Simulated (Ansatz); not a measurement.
Method: frozen-core CCSD(T)/cc-pVTZ // PBE-D3(BJ)/def2-TZVP run with Ansatz (a first-principles code). The geometry is that of the parent before the electron was removed.

Ansatz 0.2 input:
```yaml
crystal:
  periodic: [false, false, false]
  atoms:
    - { symbol: C, position_ang: [-1.24289, 0.040812, -0.02218] }
    - { symbol: S, position_ang: [-0.037652, -0.458068, 1.267003] }
    - { symbol: C, position_ang: [1.242888, -0.040897, 0.022149] }
    - { symbol: S, position_ang: [0.037342, 0.446399, -1.271171] }
    - { symbol: H, position_ang: [-1.895779, -0.783833, -0.335329] }
    - { symbol: H, position_ang: [-1.841823, 0.912573, 0.270771] }
    - { symbol: H, position_ang: [1.85097, -0.906991, -0.268512] }
    - { symbol: H, position_ang: [1.886944, 0.790005, 0.337267] }
basis:
  gaussian: { orbitals: cc-pVTZ }
correlation:
  method: ccsd_t
total_charge: 1
magnetization:
  spin_polarized: true
  initial_magnetization: 1
```

Output:

```
Functional definition: HF
1058 factors; integrals over basis functions are off by at most 1.1e-3 eV
mean field evaluation 1: about -23748.9321 eV, gradient 1.8e1 eV
mean field evaluation 2: about -23748.9396 eV, gradient 1.8e1 eV
mean field evaluation 4: about -23750.9335 eV, gradient 2.8e0 eV
mean field evaluation 8: about -23751.0105 eV, gradient 2.9e-3 eV
mean field evaluation 16: about -23751.0105 eV, gradient 1.2e-3 eV
mean field evaluation 32: about -23751.6810 eV, gradient 4.1e-5 eV
mean field evaluation 64: about -23751.0053 eV, gradient 2.3e-2 eV
mean field evaluation 96: about -23751.5000 eV, gradient 4.3e0 eV
mean field evaluation 128: about -23746.3937 eV, gradient 3.0e-1 eV
mean field evaluation 160: about -23742.7383 eV, gradient 2.4e1 eV
mean field evaluation 192: about -23750.0373 eV, gradient 6.1e-2 eV
mean field evaluation 224: about -23747.7617 eV, gradient 8.9e0 eV
mean field evaluation 256: about -23748.4230 eV, gradient 1.9e-4 eV
mean field evaluation 288: about -23743.4568 eV, gradient 2.1e-1 eV
mean field evaluation 320: about -23750.7092 eV, gradient 2.2e-3 eV
mean field evaluation 352: about -23748.3354 eV, gradient 4.0e-3 eV
mean field evaluation 384: about -23750.7092 eV, gradient 4.9e-3 eV
mean field evaluation 416: about -23748.3354 eV, gradient 6.4e-3 eV
mean field evaluation 448: about -23750.0365 eV, gradient 3.2e-3 eV
mean field -23751.68099484 eV, -872.8581770927 hartree, gradient 2.2e-6 eV, S^2 0.768056; 11 other end points of the search recorded, 0 dependent functions left out
determinant -23751.68099484 eV, -872.8581770927 hartree, with singles and doubles -23770.66286856 eV, -873.5557480857 hartree
determinant -23751.01047120 eV, -872.8335358036 hartree, with singles and doubles -23770.67273043 eV, -873.5561105028 hartree
determinant -23750.70919517 eV, -872.8224641137 hartree, with singles and doubles -23770.05929614 eV, -873.5335672081 hartree
determinant -23750.03651480 eV, -872.7977435661 hartree, with singles and doubles -23769.06862370 eV, -873.4971606677 hartree
determinant -23748.42304854 eV, -872.7384497745 hartree, with singles and doubles -23767.00035818 eV, -873.4211533117 hartree
determinant -23748.33539464 eV, -872.7352285532 hartree, with singles and doubles -23766.86241595 eV, -873.4160840281 hartree
determinant -23751.68099484 eV, -872.8581770927 hartree, with singles and doubles -23770.47224074 eV, -873.5487426424 hartree
determinant -23751.01047120 eV, -872.8335358036 hartree, with singles and doubles -23770.47443935 eV, -873.5488234397 hartree
determinant -23751.68099484 eV, -872.8581770927 hartree, with singles and doubles -23770.51703278 eV, -873.5503887196 hartree
determinant -23751.01047120 eV, -872.8335358036 hartree, with singles and doubles -23770.47464122 eV, -873.5488308583 hartree
determinant -23750.70919517 eV, -872.8224641137 hartree, with singles and doubles -23770.05949164 eV, -873.5335743929 hartree
12 core orbitals not correlated
reference -23751.68099484 eV, -872.8581770927 hartree; 12, 11 occupied and 160, 161 virtual orbitals, 1058 factors
second order -17.44492544 eV of doubles, -0.00000000 eV of singles
cycle   1  -18.83604121 eV  change   -3.3e-6 eV  update   3.2e-6
perturbative correction -0.97044156 eV, -0.0356630694 hartree
Total energy: -23771.48747761 eV, -873.5860519092 hartree
```

Cost: about 30 core-minutes (a rough figure).
